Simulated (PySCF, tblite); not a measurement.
Compound: C2H9NOSi2.
Bonds: C1–C2, C2–O3 (double), C2–N4, N4–Si5, N4–Si6. Hydrogens: H7, H8, H9 on C1; H10, H11, H12 on Si5; H13, H14, H15 on Si6.

Computed with GFN2-xTB (tblite), gas phase: nudged elastic band of 9 images (0 to 8), spring 0.2 eV/Å², climbing image at the end, force threshold 0.05 eV/Å. The top image wasn't refined or checked by frequencies; at this threshold it can lie a kcal/mol or more above the true saddle point of the method.

Path: rotation about C2–N4 (amide carbonyl carbon, amide nitrogen), followed by the dihedral C1–C2–N4–Si6.

Image 0 (start, dihedral 0°):
```
atom  x, y, z in Å
C1      2.043    0.057   -0.189
C2      0.761   -0.685    0.038
O3      0.724   -1.898    0.229
N4     -0.413   -0.042    0.041
Si5    -1.589   -1.359    0.349
Si6    -0.649    1.664   -0.203
H7      2.875   -0.642   -0.144
H8      2.023    0.539   -1.164
H9      2.166    0.824    0.572
H10    -2.844   -0.591    0.342
H11    -1.378   -1.887    1.687
H12    -1.593   -2.268   -0.785
H13    -0.117    2.018   -1.522
H14    -2.083    1.894   -0.125
H15     0.070    2.383    0.853
```

Image 8 (end, 0.000 eV, dihedral 180°):
```
atom  x, y, z in Å
C1      1.845   -0.861    0.255
C2      0.940    0.147   -0.384
O3      1.340    0.966   -1.208
N4     -0.361    0.194   -0.076
Si5    -1.186   -0.837    1.057
Si6    -0.965    1.540   -1.095
H7      2.854   -0.740   -0.134
H8      1.849   -0.720    1.334
H9      1.487   -1.865    0.042
H10    -2.575   -0.404    1.065
H11    -0.562   -0.668    2.373
H12    -1.056   -2.224    0.599
H13    -0.860    1.163   -2.494
H14    -2.386    1.534   -0.716
H15    -0.370    2.785   -0.639
```

**Question.** What do the inner images look like?

**Answer.** 
Image 1: +0.062 eV, dihedral 21°
```
atom  x, y, z in Å
C1      2.057    0.063   -0.026
C2      0.760   -0.688   -0.071
O3      0.715   -1.914   -0.064
N4     -0.410   -0.037   -0.007
Si5    -1.579   -1.336    0.376
Si6    -0.677    1.644   -0.367
H7      2.876   -0.605   -0.278
H8      2.051    0.927   -0.682
H9      2.189    0.407    1.000
H10    -2.792   -0.537    0.603
H11    -1.160   -1.914    1.643
H12    -1.789   -2.221   -0.754
H13    -0.322    1.863   -1.774
H14    -2.091    1.893   -0.129
H15     0.167    2.462    0.508
```

Image 2: +0.325 eV, dihedral 50°
```
atom  x, y, z in Å
C1      2.046    0.018    0.138
C2      0.779   -0.666   -0.288
O3      0.772   -1.815   -0.682
N4     -0.406   -0.026   -0.056
Si5    -1.565   -1.263    0.458
Si6    -0.713    1.631   -0.495
H7      2.904   -0.556   -0.202
H8      2.111    1.046   -0.201
H9      2.031    0.013    1.229
H10    -2.747   -0.472    0.800
H11    -0.950   -1.816    1.664
H12    -1.865   -2.260   -0.552
H13    -0.482    1.774   -1.936
H14    -2.104    1.886   -0.149
H15     0.184    2.516    0.252
```

Image 3: +0.532 eV, dihedral 77°
```
atom  x, y, z in Å
C1      2.006   -0.100    0.269
C2      0.791   -0.580   -0.481
O3      0.834   -1.452   -1.309
N4     -0.412   -0.002   -0.076
Si5    -1.503   -1.203    0.580
Si6    -0.758    1.623   -0.594
H7      2.889   -0.624   -0.087
H8      2.133    0.972    0.159
H9      1.849   -0.319    1.324
H10    -2.730   -0.472    0.871
H11    -0.849   -1.658    1.815
H12    -1.708   -2.315   -0.338
H13    -0.610    1.722   -2.048
H14    -2.126    1.887   -0.168
H15     0.191    2.530    0.061
```

Image 4 (top): +0.580 eV, dihedral 101°
```
atom  x, y, z in Å
C1      1.962   -0.269    0.378
C2      0.813   -0.436   -0.579
O3      0.921   -0.924   -1.671
N4     -0.407    0.054   -0.089
Si5    -1.404   -1.149    0.679
Si6    -0.838    1.620   -0.718
H7      2.845   -0.775   -0.004
H8      2.166    0.795    0.483
H9      1.691   -0.660    1.354
H10    -2.662   -0.474    0.969
H11    -0.705   -1.546    1.909
H12    -1.580   -2.312   -0.189
H13    -0.753    1.647   -2.176
H14    -2.186    1.873   -0.227
H15     0.132    2.563   -0.142
```

Image 5: +0.485 eV, dihedral 125°
```
atom  x, y, z in Å
C1      1.935   -0.480    0.430
C2      0.867   -0.249   -0.605
O3      1.103   -0.251   -1.788
N4     -0.382    0.100   -0.114
Si5    -1.318   -1.069    0.776
Si6    -0.932    1.599   -0.848
H7      2.814   -0.919   -0.035
H8      2.198    0.504    0.819
H9      1.587   -1.091    1.254
H10    -2.619   -0.451    0.991
H11    -0.650   -1.348    2.051
H12    -1.424   -2.300   -0.011
H13    -0.934    1.551   -2.302
H14    -2.264    1.810   -0.292
H15     0.015    2.602   -0.346
```

Image 6: +0.239 eV, dihedral 148°
```
atom  x, y, z in Å
C1      1.908   -0.644    0.415
C2      0.903   -0.059   -0.534
O3      1.235    0.406   -1.612
N4     -0.374    0.121   -0.116
Si5    -1.271   -1.010    0.858
Si6    -0.963    1.560   -0.977
H7      2.794   -0.963   -0.128
H8      2.189    0.178    1.076
H9      1.508   -1.452    1.016
H10    -2.608   -0.451    0.992
H11    -0.630   -1.155    2.167
H12    -1.290   -2.294    0.150
H13    -1.086    1.397   -2.413
H14    -2.277    1.762   -0.361
H15    -0.041    2.611   -0.555
```

Image 7: +0.043 eV, dihedral 167°
```
atom  x, y, z in Å
C1      1.872   -0.770    0.346
C2      0.924    0.082   -0.442
O3      1.299    0.797   -1.366
N4     -0.369    0.162   -0.101
Si5    -1.222   -0.928    0.953
Si6    -0.962    1.550   -1.062
H7      2.808   -0.874   -0.196
H8      2.067   -0.254    1.286
H9      1.451   -1.745    0.569
H10    -2.587   -0.432    1.031
H11    -0.569   -0.926    2.264
H12    -1.168   -2.265    0.350
H13    -1.024    1.227   -2.476
H14    -2.328    1.670   -0.531
H15    -0.196    2.715   -0.648
```

The largest changes of bonds and angles from start to top: C2–N4 1.338 → 1.403 Å, N4–Si5 1.793 → 1.740 Å, C2=O3 1.229 → 1.201 Å, Si5–H11 1.453 → 1.470 Å, C2–N4–Si6 126.2 → 113.7°, C2–N4–Si5 102.9 → 114.3°, H11–Si5–H12 119.5 → 109.8°. GFN2-xTB torsional profiles can miss by a kcal/mol or more and can put conformers in the wrong order.

**Question.** What do single points at PBE0/pcSseg-1 (PySCF, no dispersion term) give on some images?

**Answer.** 
| image | GFN2-xTB E (eV) | DFT E (eV) | HOMO (eV) | LUMO (eV) | dipole (D) |
| --- | --- | --- | --- | --- | --- |
| 0 | 0.000 | 0.000 | -7.82 | 0.02 | 2.92 |
| 2 | 0.325 | 0.256 | -7.66 | -0.32 | 2.68 |
| 4 | 0.580 | 0.575 | -7.45 | -0.65 | 2.40 |
| 6 | 0.239 | 0.175 | -7.71 | -0.24 | 2.74 |
| 8 | 0.000 | -0.001 | -7.82 | 0.02 | 2.92 |

Energies count from image 0 at each level. At the GFN2-xTB top the DFT energy is 13.3 kcal/mol against 13.4; the geometries weren't optimised at the DFT level.

The cost below is that of the whole band run. Hardware: Intel Xeon Platinum 8488C, one thread, shared host. Cost: 5.8 s of wall time, 0.19 GiB resident at most.
